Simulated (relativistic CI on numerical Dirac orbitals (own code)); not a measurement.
Calculated at this level of theory: Dirac-Coulomb-Breit CI, KLI orbitals optimised for each configuration, model QED, unscaled Slater integrals (own radial code, finite nucleus).

The strongest absorption lines from the ground level of an ion, among the configurations computed and to levels below about 13000 eV (vacuum wavelength in nm, gf): 0.09567 (0.045), 0.09609 (0.027), 0.10617 (0.11), 0.10721 (0.065), 0.13920 (0.39), 0.14352 (0.27), 1.1692 (0.21), 7.6915 (0.014).

Question: Which ion is it?
A. Dy LXIV
B. Ba LIV
C. Dy LXVI
D. Dy LXII

Answer: A. Dy LXIV has 3 electrons and the ground level 2s ²S1/2; the strongest line goes to 3p ²P°3/2. The pattern of lines fixes the number of electrons, and along that sequence the line energies rise steadily with the charge (about as its square where n changes within one kind of shell, about linearly where n is kept but much faster in heavy ions where fine structure, which grows about as Z⁴, sets the gap, and irregularly where shells cross), which fixes Z. Configurations outside the model, such as inner-shell arrays, can give stronger lines. At this charge energies of transitions that change n are usually good to better than 1 %, and those within a shell (Δn = 0) to a few per cent.
